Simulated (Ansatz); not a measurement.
Reaction (ligand exchange at the Si–C bond): `[SiH3][CH2][GaH][Cl]` + silanol → disiloxane + `[CH3][GaH][Cl]`

Program: Ansatz. Geometries: PBE0-D4/def2-TZVP. ΔE: electronic, gas phase. CCSD(T)/CBS is the MP2 limit (def2-TZVPP, def2-QZVPP) plus CCSD(T) − MP2 in def2-TZVPP, frozen cores. Functionals use def2-TZVPP. B3LYP here is the variant with VWN-RPA as its local correlation; programs differ in this. For Ga outer-core shells are correlated without core-valence functions, which leaves a few kJ/mol of doubt a bond. Scalar relativity is left out up to krypton. One conformer a species, not always the lowest.

`[SiH3][CH2][GaH][Cl]`:

Cartesian coordinates in Å:
```
Si 1.205 0.532 0.656
C -0.366 0.640 -0.356
Ga -1.372 -1.032 -0.400
Cl -0.713 -2.448 -1.886
H 2.118 -0.489 0.080
H 1.913 1.840 0.698
H 0.883 0.132 2.054
H -1.002 1.429 0.055
H -0.102 0.901 -1.385
H -2.563 -1.506 0.484
```

`O[SiH3]`:

```xyz
6

O     0.850    0.835    0.472
Si   -0.116   -0.302   -0.228
H     0.452    1.429    1.109
H    -0.704   -1.222    0.784
H     0.755   -1.061   -1.153
H    -1.237    0.321   -0.985
```

`[SiH3]O[SiH3]`:

Z-matrix (Å, degrees):
```
Si
O 1 1.634
H 1 1.483 2 108.3
H 1 1.487 2 110.2 3 119.9
H 1 1.487 2 110.2 3 -119.9
Si 2 1.634 1 147.6 3 179.6
H 6 1.483 2 108.2 1 -179.7
H 6 1.487 2 110.2 1 60.4
H 6 1.487 2 110.2 1 -59.9
```

`[CH3][GaH][Cl]`:

Z-matrix (Å, degrees):
```
C
Ga 1 1.952
H 1 1.089 2 110.9
H 1 1.093 2 110.2 3 121.1
H 1 1.093 2 109.9 3 -120.7
Cl 2 2.160 1 116.2 3 2.5
H 2 1.560 1 130.1 3 -177.6
```

```
        level  ΔE (kJ/mol)
     B3LYP-D4       -100.8
       revPBE        -86.5
      r2SCAN0        -97.7
HF/def2-TZVPP       -121.5
```

Q: What does CCSD(T)/CBS give? (Best estimate.)

A: Computed: -95.3 kJ/mol. The listed levels differ from it by -5.5, 8.8, -2.4, -26.2 kJ/mol.

Largest T1 diagnostic among the species: 0.012.

Leaving LDA and LC-ωPBE aside and taking each functional with its dispersion term where it has one, the values, not all of them listed here, spread over 24.8 kJ/mol, from BHLYP-D4 to revPBE-D4. From BLYP to BHLYP (50 % exact exchange), in def2-TZVPP and without D4, ΔE moves by −9.2 kJ/mol.
